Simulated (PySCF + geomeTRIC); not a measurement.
All values below come from PBE-D3(BJ)/def2-TZVP run with PySCF + geomeTRIC. fastk is a local helper that only speeds up exchange builds. No frequencies were computed at this level.

```python
import json, numpy as np
from pyscf import gto, dft
from fastk import lowrank_exchange
atoms = """
Cl    -1.038703    -1.811792    -0.044822
Ga    -0.000007     0.000021    -0.000073
Cl    -1.049874     1.806267     0.016885
Cl     2.088583     0.005504     0.028010
"""
def scf(charge, spin, dm0=None):
    mol = gto.M(atom=atoms, basis='def2-tzvp', ecp={}, charge=charge, spin=spin, verbose=3, max_memory=5040)
    mf = dft.KS(mol, xc='pbe').density_fit(auxbasis="def2-universal-jkfit")
    mf.disp = 'd3bj'
    mf.grids.level = 3
    mf.conv_tol = 1e-8
    mf.max_cycle = 60
    mf.kernel(dm0)
    if not mf.converged:
        mf = mf.newton().run(mf.mo_coeff, mf.mo_occ).undo_soscf()
    return mf
mf = scf(0, 0)
from pyscf.geomopt.geometric_solver import kernel as optimize
path = []
done, mol = optimize(mf, maxsteps=80, assert_convergence=False, callback=lambda env: path.append((env["energy"], bool(env["g_scanner"].converged))))
res = dict(converged=bool(done and path[-1][1]), energy=path[-1][0], path=[e for e, c in path], xyz=mol.atom_coords(unit="Angstrom").tolist(), nao=mol.nao)
json.dump(res, open("result.json", "w"))
```

Output:

```
converged SCF energy = -3304.81191858632
Geometry optimization cycle 1
converged SCF energy = -3304.81191858378
cycle 1: E = -3304.81191858  dE = -3304.81  norm(grad) = 0.0254994
Geometry optimization cycle 2
converged SCF energy = -3304.81344841434
cycle 2: E = -3304.81344841  dE = -0.00152983  norm(grad) = 0.00619836
Geometry optimization cycle 3
converged SCF energy = -3304.81355471961
cycle 3: E = -3304.81355472  dE = -0.000106305  norm(grad) = 0.000542666
Geometry optimization cycle 4
converged SCF energy = -3304.81355568057
cycle 4: E = -3304.81355568  dE = -9.6096e-07  norm(grad) = 5.55846e-05
<class 'geometric.internal.Distance'> : 3
<class 'geometric.internal.Angle'> : 2
<class 'geometric.internal.OutOfPlane'> : 1
<class 'geometric.internal.TranslationX'> : 1
<class 'geometric.internal.TranslationY'> : 1
<class 'geometric.internal.TranslationZ'> : 1
<class 'geometric.internal.RotationA'> : 1
<class 'geometric.internal.RotationB'> : 1
<class 'geometric.internal.RotationC'> : 1
Step    0 : Gradient = 1.275e-02/1.481e-02 (rms/max) Energy = -3304.8119185838
Step    1 : Displace = 2.584e-02/2.992e-02 (rms/max) Trust = 1.000e-01 (=) Grad = 3.099e-03/3.625e-03 (rms/max) E (change) = -3304.8134484143 (-1.530e-03) Quality = 1.229
Step    2 : Displace = 8.300e-03/9.656e-03 (rms/max) Trust = 1.414e-01 (+) Grad = 2.713e-04/3.363e-04 (rms/max) E (change) = -3304.8135547196 (-1.063e-04) Quality = 1.093
Step    3 : Displace = 8.479e-04/9.630e-04 (rms/max) Trust = 2.000e-01 (+) Grad = 2.779e-05/3.843e-05 (rms/max) E (change) = -3304.8135556806 (-9.610e-07) Quality = 1.051
Converged! =D
```

Cost: very roughly 80 core-seconds.
